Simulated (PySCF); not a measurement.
The vertical singlet excitations below were computed for one of the candidates. Method used: TDDFT B3LYP/def2-SVPD, vertical, gas phase, core orbitals frozen in the response (PySCF 2.14.0, density-fitted response routines). Geometries: GFN2-xTB, one conformer each.

```csv
state,E (eV),f,"main configurations (H = HOMO, L = LUMO)"
S1,2.89,0.0010,H→L (98%)
S2,5.17,0.0001,"H-2→L (82%), H-1→L (15%)"
S3,5.66,0.0069,H-3→L (92%)
S4,5.73,0.046,"H→L+1 (78%), H-1→L (11%)"
S5,5.78,0.156,"H-1→L (42%), H→L+2 (31%), H→L+1 (13%)"
S6,6.06,0.099,"H→L+2 (63%), H-1→L (24%)"
S7,6.70,0.0069,"H-4→L (80%), H-5→L (14%)"
S8,6.77,0.024,H→L+3 (96%)
```

Orbital energies (eV): HOMO-3 -9.05, HOMO-2 -8.61, HOMO-1 -8.47, HOMO -6.95, LUMO -2.56, LUMO+1 -0.09, LUMO+2 0.03.

**Question.** Which candidate is it? All have the formula C4H7FO2Si.
A. `O=CC(F)(C=O)C[SiH3]`
B. `C[SiH2]C(F)(C=O)C=O`
C. `C=CC(=O)[Si@@H](F)OC`

**Answer.** C. Its S1, at 2.89 eV, is the lowest among the candidates; the nearest of the others has S1 at 3.79 eV. S1 is HOMO→LUMO (98%). Löwdin shares by element: HOMO oxygen 46% or more, carbon 25% or more, silicon 10% (atoms not listed hold the other 19%); LUMO carbon 61% or more, oxygen 27% or more. At the same level the other candidates give, for their lowest levels:
- `C[SiH2]C(F)(C=O)C=O`: 4.16 eV (f 0.000); 4.22 eV (f 0.001); 5.10 eV (f 0.018); 5.53 eV (f 0.065); 6.34 eV (f 0.051); T1 3.63 eV; HOMO -7.60, LUMO -1.96 eV
- `O=CC(F)(C=O)C[SiH3]`: 3.79 eV (f 0.005); 4.13 eV (f 0.002); 5.14 eV (f 0.004); 5.57 eV (f 0.012); 5.68 eV (f 0.019); T1 3.25 eV; HOMO -7.88, LUMO -2.68 eV

Shape of the structure used: `[CH2:1]=[CH:2][C:3](=[O:4])[Si@@H:5]([F:6])[O:7][CH3:8]`: C1–C2–C3–O4 -174°, C2–C3–Si5–F6 37°, C3–Si5–O7–C8 52°.
Triplets come from the Tamm–Dancoff approximation.
